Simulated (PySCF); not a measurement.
Two species compared at the same levels of theory.

First species: C5H5FP2.
SMILES: `Cc1pccc(F)p1`

Second species: SiFH3.
InChI=1S/FH3Si/c1-2/h2H3

Levels: wB97X-D/def2-SVPD for dipole moment, HOMO energy, LUMO energy, HOMO–LUMO gap, static isotropic polarisability and electronic spatial extent ⟨r²⟩ about the centre of nuclear charge; TDDFT wB97X-D/def2-SVPD for lowest singlet excitation; TDA wB97X-D/def2-SVPD for lowest triplet excitation (Tamm–Dancoff). Geometries: PBE0-D3(BJ)/def2-SVP. Each structure is a single optimised conformer of the isolated species, non-relativistic unless stated; the electronic structure was computed with PySCF and density fitting.

Which has the higher static isotropic polarisability?

The first: 108.6 au against 28.5 au, a difference of 80.1 au.

Which has the higher dipole moment?

The second: 1.51 D against 1.15 D, a difference of 0.36 D.

Which of the two has the higher ⟨r²⟩, and by how much?

The first: 1283 bohr² against 130 bohr², a difference of 1153 bohr².

Which has the higher HOMO–LUMO gap?

The second: 13.42 eV against 8.32 eV, a difference of 5.10 eV.

Which has the higher T1 energy?

The second: 7.73 eV against 2.82 eV, a difference of 4.91 eV.

Which of the two has the higher LUMO energy, and by how much?

The second: 1.65 eV against -0.52 eV, a difference of 2.17 eV.

Which has the higher S1 energy?

The second: 8.17 eV against 4.09 eV, a difference of 4.08 eV.

Which has the higher HOMO energy?

The first: -8.84 eV against -11.77 eV, a difference of 2.93 eV.

On the first: The vertical singlet–triplet gap S1 − T1 is 1.27 eV (TDDFT singlet less Tamm–Dancoff triplet; S1: HOMO→LUMO+1, weight 0.36, beside HOMO→LUMO, weight 0.29; T1: HOMO→LUMO, weight 0.71). The principal polarisabilities are 67.5, 126.4 and 131.7 au; their mean is the isotropic value.

On the second: S1 lies 5.25 eV below the HOMO–LUMO gap. The vertical singlet–triplet gap S1 − T1 is 0.44 eV (TDDFT singlet less Tamm–Dancoff triplet).
